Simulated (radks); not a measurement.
Problem. Coherent X-ray form factor from a spherical all-electron density. Method: Dirac Kohn-Sham, Slater X-alpha with alpha = 0.868, spin-unpolarised, spherical densities, point nucleus; computed with a radial shooting solver on a logarithmic mesh with Libxc functionals.

| sin(theta)/lambda (1/angstrom) | f0 (electrons) |
|---|---|
| 0.05 | 71.844 |
| 0.1 | 68.982 |
| 0.15 | 65.465 |
| 0.2 | 61.883 |
| 0.25 | 58.389 |
| 0.3 | 55.011 |
| 0.4 | 48.706 |
| 0.5 | 43.174 |
| 0.6 | 38.432 |
| 0.8 | 30.849 |
| 1 | 25.203 |
| 1.25 | 20.347 |
| 1.5 | 17.303 |
| 2 | 13.705 |

The species is in the configuration that NIST lists as its ground one. Which atom or ion scatters so?

Solution. Neutral tantalum, [Xe] 4f14 5d3 6s2. Extrapolating in s^2 from the first two rows gives f0(0) = 72.8, near the electron count 73; among species with that count, the fall with angle is slower the higher Z, and the table is that of Z = 73; from so few rows the species is fixed only to a neighbour or two.
